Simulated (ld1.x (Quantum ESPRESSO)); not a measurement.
## Reading a pseudo-wave (iron)

Columns: radius, all-electron u(r) and pseudo u(r) of the 4s shell (level -12.41 eV) of iron in the configuration [Ar] 3d6 4s1 4p0; BLYP, scalar-relativistic, ultrasoft scheme, ld1.x (Quantum ESPRESSO) 7.5.

| r (bohr) | all-electron | pseudo |
| --- | --- | --- |
| 0.158 | -0.1778 | -0.0781 |
| 0.315 | -0.0070 | -0.1545 |
| 0.473 | 0.2431 | -0.2293 |
| 0.630 | 0.3041 | -0.3004 |
| 0.788 | 0.2162 | -0.3678 |
| 0.945 | 0.0606 | -0.4297 |
| 1.102 | -0.1091 | -0.4858 |
| 1.260 | -0.2663 | -0.5359 |
| 1.418 | -0.3981 | -0.5790 |
| 1.575 | -0.5010 | -0.6144 |
| 1.732 | -0.5768 | -0.6421 |
| 1.890 | -0.6287 | -0.6621 |
| 2.047 | -0.6595 | -0.6739 |
| 2.205 | -0.6731 | -0.6778 |
| 2.362 | -0.6728 | -0.6736 |
| 2.520 | -0.6615 | -0.6615 |
| 2.678 | -0.6417 | -0.6417 |
| 2.835 | -0.6160 | -0.6160 |
| 2.992 | -0.5859 | -0.5859 |
| 3.150 | -0.5528 | -0.5528 |
| 3.308 | -0.5180 | -0.5180 |
| 3.465 | -0.4829 | -0.4829 |
| 3.622 | -0.4478 | -0.4478 |
| 3.780 | -0.4132 | -0.4132 |
| 3.938 | -0.3798 | -0.3798 |
| 4.095 | -0.3479 | -0.3479 |

Task: How many radial nodes do the two functions have?

Result: The all-electron 4s function has n − l − 1 = 3 (the table is too coarse to show those close to the nucleus); the pseudo-wave has 0, since the states of the same l below it are removed with the core.

Task: At about which radius was the pseudo-wave matched?

Result: 2.55 bohr, where the columns begin to agree (steps of 0.16 bohr).

Task: Is the pseudo-wave norm-conserving?

Result: No, it belongs to an ultrasoft set: the norm inside the radius is not constrained, and the difference is carried by the augmentation charge.
